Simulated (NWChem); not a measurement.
Species: CrHO$_{3}$Cl; SMILES [O]=[Cr]([Cl])(=[O])[OH]

```xyz
6

Cr     0.0679    -0.4170    -0.0678
O      0.9231    -0.7687    -1.3085
O      0.7489    -0.9499     1.2173
Cl    -0.1031     1.7193     0.0917
O     -1.5042    -1.1272    -0.2478
H     -1.9230    -1.4235     0.5814
```
Atoms are numbered in this order, from 1.

Level: B3LYP/6-31G* (spherical d) (NWChem), optimised geometry, unscaled harmonic frequencies. 

| frequency (cm⁻¹) | IR intensity (km/mol) |
|---|---|
| 192 | 3.3 |
| 227 | 2.4 |
| 291 | 8.1 |
| 305 | 0.2 |
| 391 | 42.9 |
| 418 | 46.9 |
| 490 | 104.3 |
| 777 | 226.0 |
| 800 | 15.3 |
| 1135 | 103.2 |
| 1154 | 170.0 |
| 3720 | 190.8 |

```
Property                                                                            Value
-----------------------------------------------------------------------  ----------------
zero-point energy                                                           14.1 kcal/mol
thermal correction to the enthalpy at 298.15 K (with zero-point energy)     18.4 kcal/mol
heat capacity Cv                                                         19.0 cal/(mol K)
entropy at 298.15 K and 1 atm (symmetry number 1)                        77.7 cal/(mol K)
dipole moment                                                                      2.53 D
```

Rigid rotor and harmonic oscillator.
